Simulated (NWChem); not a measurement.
Everything below was run with NWChem. System: boron monoxide dimer (B2O2), charge 0, spin multiplicity 1, at a geometry optimised with PBE0/def2-SVP. Level: RI-MP2/cc-pVDZ, 4 core orbitals frozen.

Job file:

```
start mol
memory heap 200 mb stack 900 mb global 1100 mb
geometry units angstroms nocenter noautoz
  O      0.000000     0.000000    -2.025437
  B      0.000000     0.000000    -0.826223
  B      0.000000     0.000000     0.826223
  O      0.000000     0.000000     2.025437
  symmetry group D2h
end
basis spherical
  * library cc-pvdz
end
basis "ri-mp2 basis" spherical
  * library cc-pvdz-ri
end
scf
  rhf
  nopen 0
  maxiter 100
  thresh 1e-7
  semidirect memsize 60000000 filesize 0
end
mp2
  freeze core 4
end
task rimp2 energy
```

NWChem printed:

```
             Northwest Computational Chemistry Package (NWChem) 7.3.0
             --------------------------------------------------------

                                NWChem Input Module
                                -------------------

 Scaling coordinates for geometry "geometry" by  1.889725989
 (inverse scale =  0.529177249)

 Turning off AUTOSYM since
 SYMMETRY directive was detected!

                             Geometry "geometry" -> ""
                             -------------------------

 Output coordinates in angstroms (scale by  1.889725989 to convert to a.u.)

  No.       Tag          Charge          X              Y              Z
 ---- ---------------- ---------- -------------- -------------- --------------
    1 O                    8.0000     0.00000000     0.00000000    -2.02543700
    2 B                    5.0000     0.00000000     0.00000000    -0.82622300
    3 B                    5.0000     0.00000000     0.00000000     0.82622300
    4 O                    8.0000     0.00000000     0.00000000     2.02543700

 Effective nuclear repulsion energy (a.u.)      66.5135290029

            Nuclear Dipole moment (a.u.)
            ----------------------------
        X                 Y               Z
 ---------------- ---------------- ----------------
     0.0000000000     0.0000000000    -0.0000000000

      Symmetry information
      --------------------

 Group name             D2h
 Group number             26
 Group order               8
 No. of unique centers     2

      Symmetry unique atoms

     1    2


 Summary of "ao basis" -> "" (spherical)
 ------------------------------------------------------------------------------
       Tag                 Description            Shells   Functions and Types
 ---------------- ------------------------------  ------  ---------------------
 *                          cc-pvdz                   on all atoms

 Summary of "ri-mp2 basis" -> "" (spherical)
 ------------------------------------------------------------------------------
       Tag                 Description            Shells   Functions and Types
 ---------------- ------------------------------  ------  ---------------------
 *                         cc-pvdz-ri                 on all atoms

 Summary of "ao basis" -> "ao basis" (spherical)
 ------------------------------------------------------------------------------
       Tag                 Description            Shells   Functions and Types
 ---------------- ------------------------------  ------  ---------------------
 O                          cc-pvdz                  6       14   3s2p1d
 B                          cc-pvdz                  6       14   3s2p1d

                                 NWChem SCF Module
                                 -----------------

  ao basis        = "ao basis"
  functions       =    56
  atoms           =     4
  closed shells   =    13
  open shells     =     0
  charge          =   0.00
  wavefunction    = RHF
  use symmetry    = T
  symmetry adapt  = T

 Summary of "ao basis" -> "ao basis" (spherical)
 ------------------------------------------------------------------------------
       Tag                 Description            Shells   Functions and Types
 ---------------- ------------------------------  ------  ---------------------
 O                          cc-pvdz                  6       14   3s2p1d
 B                          cc-pvdz                  6       14   3s2p1d

      Symmetry analysis of basis
[...]
    21      0.380735  2 B  px                35      0.380735  3 B  px
     7     -0.279287  1 O  px                49     -0.279287  4 O  px
    18      0.260379  2 B  px                32      0.260379  3 B  px
     4     -0.230946  1 O  px                46     -0.230946  4 O  px

 Vector   16  Occ=0.000000D+00  E= 1.864555D-01  Symmetry=b1u
              MO Center=  4.6D-19,  2.4D-19, -4.9D-17, r^2= 4.5D+00
   Bfn.  Coefficient  Atom+Function         Bfn.  Coefficient  Atom+Function
  ----- ------------  ---------------      ----- ------------  ---------------
    17     -0.680387  2 B  s                 31      0.680387  3 B  s
     3      0.635790  1 O  s                 45     -0.635790  4 O  s
    23      0.597397  2 B  pz                37      0.597397  3 B  pz
    20     -0.163810  2 B  pz                34     -0.163810  3 B  pz
    16     -0.150916  2 B  s                 30      0.150916  3 B  s

 center of mass
 --------------
 x =   0.00000000 y =   0.00000000 z =  -0.00000000

 moments of inertia (a.u.)
 ------------------
         522.324462642274           0.000000000000           0.000000000000
           0.000000000000         522.324462642274           0.000000000000
           0.000000000000           0.000000000000           0.000000000000

  Mulliken analysis of the total density
  --------------------------------------

    Atom       Charge   Shell Charges
 -----------   ------   -------------------------------------------------------
    1 O    8     8.08   2.00  0.86  0.82  2.77  1.61  0.02
    2 B    5     4.92   2.01  0.63  0.36  1.46  0.31  0.16
    3 B    5     4.92   2.01  0.63  0.36  1.46  0.31  0.16
    4 O    8     8.08   2.00  0.86  0.82  2.77  1.61  0.02

       Multipole analysis of the density wrt the origin
       ------------------------------------------------

     L   x y z        total         open         nuclear
     -   - - -        -----         ----         -------
     0   0 0 0     -0.000000      0.000000     26.000000

     1   1 0 0      0.000000      0.000000      0.000000
     1   0 1 0     -0.000000      0.000000      0.000000
     1   0 0 1     -0.000000      0.000000     -0.000000

     2   2 0 0    -14.700503      0.000000      0.000000
     2   1 1 0      0.000000      0.000000      0.000000
     2   1 0 1     -0.000000      0.000000      0.000000
     2   0 2 0    -14.700503      0.000000      0.000000
     2   0 1 1      0.000000      0.000000      0.000000
     2   0 0 2    -26.400524      0.000000    258.776337

                               NWChem RI-MP2 Module
                               --------------------

 Summary of "ri-mp2 basis" -> "ri-mp2 basis" (spherical)
 ------------------------------------------------------------------------------
       Tag                 Description            Shells   Functions and Types
 ---------------- ------------------------------  ------  ---------------------
 O                         cc-pvdz-ri               18       56   7s5p4d2f
 B                         cc-pvdz-ri               18       56   7s5p4d2f

 SCF Reference Information:
            File: './mol.movecs'
           Title: ''
    Size (AOxMO):     56 x     56
       Total Occ:              26.00
 RI-MP2 Calculation Information:
          Nr. of AO basis functions:         56
     Nr. of fitting basis functions:        224
               Nr. of MO spin cases:          1
        Nr. of MOs to be correlated:         52
     Nr. of occupied MOs correlated:          9
      Nr. of virtual MOs correlated:         43

          RI integral approximation: 'V'
    Threshold for Schwarz screening:  1.000E-09
 Smallest eigenvalue retained in fit  1.000E-08
    Type of storage for MO integrals 'EAF library'

 Transformation block size    9, requiring     1 integral passes.
 XForm_3cInts: Completed     1:    9 pass.
 Energy evaluation using block sizes     9    9
 RIMP2_V_E2: Approx. ints. done (    1:    9,    1:    9)
 RIMP2_V_E2: Copy to B done (    1:    9,    1:    9)
 RIMP2_V_E2: Denominators done (    1:    9,    1:    9)
 RIMP2_V_E2: Completed block (    1:    9,    1:    9)

          -------------------------------------------
          SCF energy                -199.200835045716
          Correlation energy          -0.521986796343
          Total MP2 energy          -199.722821842059
          -------------------------------------------

 -----------------------
 Performance information
 -----------------------

 Timer overhead =  2.15D-07 seconds/call

               Nr. of calls         CPU time (s)                 Wall time (s)                GFlops
             ---------------    -------------------     ------------------------------   -------------------
Name         Min   Avg   Max    Min     Avg     Max     Min     Avg     Max   Mx/calls   Min     Max     Sum
Overall       1     1     1   0.53    0.53    0.53     0.53    0.53    0.53    0.53      0.0     0.0     0.0
3c integr     1     1     1   0.15    0.15    0.15     0.15    0.15    0.15    0.15      0.0     0.0     0.0
Energy        1     1     1   2.02E-2 2.02E-2 2.02E-2  2.02E-2 2.02E-2 2.02E-2 2.02E-2   0.0     0.0     0.0
3c integr     1     1     1   0.14    0.14    0.14     0.14    0.14    0.14    0.14      0.0     0.0     0.0
First 2/3     3     3     3   1.35E-3 1.35E-3 1.35E-3  1.35E-3 1.35E-3 1.35E-3 4.52E-4   0.0     0.0     0.0
Final 1/3     1     1     1   4.76E-3 4.76E-3 4.76E-3  4.76E-3 4.76E-3 4.76E-3 4.76E-3   0.0     0.0     0.0
Write 3c      1     1     1   7.85E-4 7.85E-4 7.85E-4  7.85E-4 7.85E-4 7.85E-4 7.85E-4   0.0     0.0     0.0
Read 3c i     1     1     1   2.34E-4 2.34E-4 2.34E-4  2.34E-4 2.34E-4 2.34E-4 2.34E-4   0.0     0.0     0.0
Fitting b     1     1     1   3.40E-2 3.40E-2 3.40E-2  3.40E-2 3.40E-2 3.40E-2 3.40E-2   0.0     0.0     0.0
Schwarz i     1     1     1   5.81E-3 5.81E-3 5.81E-3  5.81E-3 5.81E-3 5.81E-3 5.81E-3   0.0     0.0     0.0
Form 4ci      1     1     1   2.83E-3 2.83E-3 2.83E-3  2.83E-3 2.83E-3 2.83E-3 2.83E-3   0.0     0.0     0.0
Form A &      1     1     1   1.52E-2 1.52E-2 1.52E-2  1.52E-2 1.52E-2 1.52E-2 1.52E-2   0.0     0.0     0.0
Denominat     1     1     1   1.37E-4 1.37E-4 1.37E-4  1.37E-4 1.37E-4 1.37E-4 1.37E-4   0.0     0.0     0.0
Pair Ener     1     1     1   6.92E-4 6.92E-4 6.92E-4  6.92E-4 6.92E-4 6.92E-4 6.92E-4   0.0     0.0     0.0

 The average no. of pstat calls per process was 1.60D+01
 with a timing overhead of 3.44D-06s

 Task  times  cpu:        0.5s     wall:        0.5s

 Total times  cpu:        0.6s     wall:        0.6s
```
